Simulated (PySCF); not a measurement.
All of these have the formula C4H8O2Si. Method: TDDFT CAM-B3LYP/def2-SVPD, vertical, gas phase, core orbitals frozen in the response (PySCF). Geometries: PBE0-D3(BJ)/def2-SVP; one conformer of each isolated species. Triplets are in the Tamm–Dancoff approximation.

A. `O=C(C)O[SiH2]C=C`
B. `C=CO[SiH2]C(C)=O`
C. `O=C1OC[C@H]1C[SiH3]`

Lowest singlet levels (six at most, fewer where fewer were computed) with oscillator strengths:

1. 211 nm (f 0.001); 180 nm (f 0.001); 171 nm (f 0.407); 168 nm (f 0.009); 161 nm (f 0.033); 159 nm (f 0.009); T1 4.21 eV
2. 209 nm (f 0.001); 158 nm (f 0.035); 156 nm (f 0.059); 155 nm (f 0.020); 147 nm (f 0.005); 145 nm (f 0.007)
3. 344 nm (f 0.001); 210 nm (f 0.064); 195 nm (f 0.013); 191 nm (f 0.010); 183 nm (f 0.012); 178 nm (f 0.024); T1 2.95 eV

**Question.** Match each spectrum to its molecule.

**Answer.** 1 = A, 2 = C, 3 = B.
- A: S1 at 5.86 eV, HOMO-1→LUMO+2 (94%); Löwdin shares by element: HOMO carbon 73% or more, silicon 9%, hydrogen 4% or more; LUMO carbon 69% or more, silicon 10%, hydrogen 6% or more (atoms not listed hold the other 16%); HOMO -9.42 and LUMO 0.55 eV.
- B: S1 at 3.60 eV, HOMO-1→LUMO (94%); S1 has the pattern of n→π* at C=O; HOMO -8.44 and LUMO -0.24 eV.
- C: S1 at 5.92 eV, HOMO→LUMO (45%), HOMO→LUMO+2 (35%); Löwdin shares by element: HOMO oxygen 62%, carbon 23% or more (atoms not listed hold the other 15%); LUMO carbon 23% or more, silicon 13%, oxygen 10% or more (atoms not listed hold the other 54%); HOMO -9.63 and LUMO 0.72 eV.
A and C have S1 within 0.06 eV of each other; their strongest listed levels stand at 7.24 eV (f 0.407) and 7.93 eV (f 0.059).
